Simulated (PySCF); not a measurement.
Species: C₅H₁₂OSi.
SMILES with atom numbers: `[CH3:1][O:2][SiH:3]1[CH2:4][CH2:5][CH2:6][CH2:7]1` (hydrogens: H8, H9, H10 on C1; H11 on Si3; H12, H13 on C4; H14, H15 on C5; H16, H17 on C6; H18, H19 on C7)

All values: PBE0/pcSseg-1 and wB97X-D/def2-SVPD (PySCF, non-relativistic), on one gas-phase PBE0-D3(BJ)/def2-SVP geometry that isn't relaxed in the solvent. The solvent is an IEF-PCM continuum (cavity from Bondi-type radii × 1.2). Specific hydrogen bonds and non-electrostatic terms are outside this model.

Gas phase at PBE0/pcSseg-1: HOMO -7.54 eV, LUMO 1.20 eV, dipole 0.88 D.

Q: What does the continuum do to the energy, the frontier levels and the dipole at PBE0/pcSseg-1 in chloroform?

A: 
```
   solvent      ε  E(solvent) − E(gas) (kcal/mol)  polarisation term (kcal/mol)  distortion of the solute (kcal/mol)  HOMO (eV)  LUMO (eV)  dipole (D)
chloroform  4.711                           -1.79                         -1.92                                 0.13      -7.51       1.26        1.10
```

Polarisation term: ½ Σ q·V over the induced surface charges. Distortion: the rise of the solute's own energy as its density leaves the gas-phase optimum.

Q: Which Hirshfeld charges (PBE0/pcSseg-1) respond most in chloroform (means over atoms taken as equivalent)?

A: 
```
    atoms                  environment  gas (e)  solvent (e)  change
       O2           silyl ether oxygen   -0.235       -0.245  -0.010
H8/H9/H10              methyl hydrogen   +0.039       +0.043  +0.004
      H11                Si–H hydrogen   -0.092       -0.094  -0.002
  H12/H19           methylene hydrogen   +0.037       +0.039  +0.002
      Si3         oxygen-bound silicon   +0.414       +0.412  -0.002
       C1               methoxy carbon   -0.036       -0.038  -0.002
  H15/H16           methylene hydrogen   +0.035       +0.037  +0.002
    C4/C7  sp3 carbon bound to silicon   -0.166       -0.166   0.000
  H14/H17           methylene hydrogen   +0.037       +0.037   0.000
    C5/C6              ring CH2 carbon   -0.067       -0.068  -0.001
  H13/H18           methylene hydrogen   +0.039       +0.039   0.000
```

Q: Which Mayer bond orders change most in chloroform?

A: 
| bond | length (Å) | gas | solvent | change |
| --- | --- | --- | --- | --- |
| C1–O2 | 1.397 | 0.916 | 0.906 | -0.010 |
| C7–Si3 | 1.891 | 0.883 | 0.889 | +0.006 |
| O2–Si3 | 1.672 | 0.960 | 0.956 | -0.004 |
| Si3–C4 | 1.883 | 0.920 | 0.923 | +0.003 |
| C7–H18 | 1.101 | 0.951 | 0.948 | -0.003 |
| Si3–H11 | 1.500 | 0.909 | 0.907 | -0.002 |
| C4–H12 | 1.100 | 0.951 | 0.949 | -0.002 |
| C7–H19 | 1.105 | 0.940 | 0.938 | -0.002 |

Q: How do the nuclear quadrupole coupling constants eQVzz/h respond in chloroform?

A: 
```json
{"nucleus": "17O at O2", "Q (barn)": "-0.0256", "gas (MHz)": "-10.50", "solvent (MHz)": "-10.36", "η gas": "0.43", "η solvent": "0.44"}
```

Gas phase at wB97X-D/def2-SVPD: HOMO -9.42 eV, LUMO 2.28 eV, dipole 0.83 D.

Q: What does the continuum do to the energy, the frontier levels and the dipole at wB97X-D/def2-SVPD in chloroform?

A: 
| solvent | ε | E(solvent) − E(gas) (kcal/mol) | polarisation term (kcal/mol) | distortion of the solute (kcal/mol) | HOMO (eV) | LUMO (eV) | dipole (D) |
| --- | --- | --- | --- | --- | --- | --- | --- |
| chloroform | 4.711 | -1.68 | -1.83 | 0.15 | -9.38 | 2.36 | 1.08 |

Q: How does the static polarisability (wB97X-D/def2-SVPD, frozen core, with the continuum's full static response) change?

A: 
| medium | isotropic (au) | principal values (au) | ⟨r²⟩ of the electrons (bohr²) |
| --- | --- | --- | --- |
| gas | 86.6 | 77.3, 83.5, 98.9 | 1069.9 |
| chloroform | 106.9 | 97.9, 104.4, 118.5 | 1069.3 |

The isotropic value in chloroform is 1.24 times the gas-phase one; no cavity-field correction is applied. ⟨r²⟩ is taken about the centre of nuclear charge.

The pairwise dispersion term of wB97X-D wasn't added to the energies; at a given geometry it leaves orbitals and properties as they are.
